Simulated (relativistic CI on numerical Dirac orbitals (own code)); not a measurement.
## Hyperfine structure of In8+, mass number 113

Computed by Dirac-Coulomb-Breit CI, separate exchange-only KLI orbitals for each configuration, model QED, unscaled Slater integrals (own radial code, finite nucleus).

Configuration list (outside the closed core [Ar] 3d10): 4s2.4p6.4d5, 4s2.4p5.4d6, 4s2.4p6.4d4.4f, 4s2.4p6.4d4.5s, 4s2.4p6.4d4.5p, 4s2.4p4.4d7, 4s2.4p6.4d3.5s2, 4s.4p6.4d6, 4s2.4p6.4d3.5s.5p, 4s2.4p6.4d4.5d, 4s2.4p6.4d3.4f.5s, 4s2.4p6.4d3.5p2, 4s2.4p6.4d4.6s, 4p6.4d7, 4s2.4p6.4d4.6d, 4s.4p6.4d4.5s2. Levels of other configurations are missing.

Nuclear spin I = 9/2, μ = 5.5208 μN, Q = 0.761 b (tables of Stone and Pyykkö). The electronic factors are computed for point nuclear moments, without core polarisation or the Bohr-Weisskopf and QED corrections.

| Level | E (cm⁻¹) | A (MHz) | B (MHz) |
| --- | --- | --- | --- |
| 4s2.4p6.4d5 4P_3/2 | 39987.4 | 1378 | 779 |
| 4s2.4p6.4d5 4G_5/2 | 40075.0 | 1520 | 378 |
| 4s2.4p6.4d5 4G_7/2 | 40158.6 | 1658 | 576 |
| 4s2.4p6.4d5 4G_11/2 | 40873.2 | 1669 | -23.2 |
| 4s2.4p6.4d5 4G_9/2 | 41280.4 | 1578 | 418 |
| 4s2.4p6.4d5 4P_1/2 | 41890.7 | -1050 |  |
| 4s2.4p6.4d5 4D_7/2 | 47251.2 | 1064 | 436 |
| 4s2.4p6.4d5 4D_1/2 | 49712.0 | 3936 |  |

Levels with J = 0, under 50 % of one LS term, or S terms without an open s electron are left out. Small factors come from cancelling terms and can be off by tens of per cent or more.

At this charge configurations can still be misplaced by up to about 7 % of their energy. Terms inside the open d or f shell come out 10 to 20 % too wide with unscaled integrals.

(1) Give the hyperfine levels of 4s2.4p6.4d5 4P_3/2 relative to its centre of gravity.

## Answers

(1) With K = F(F + 1) − I(I + 1) − J(J + 1), E = AK/2 + B[¾K(K + 1) − I(I + 1)J(J + 1)]/[2I(2I − 1)J(2J − 1)]: F = 3: -11010, F = 4: -6020, F = 5: 709, F = 6: 9497 MHz.

LS names give the leading component of a level, which can be under half, so a name can repeat, a term be missing and a line seem to break the LS rules.
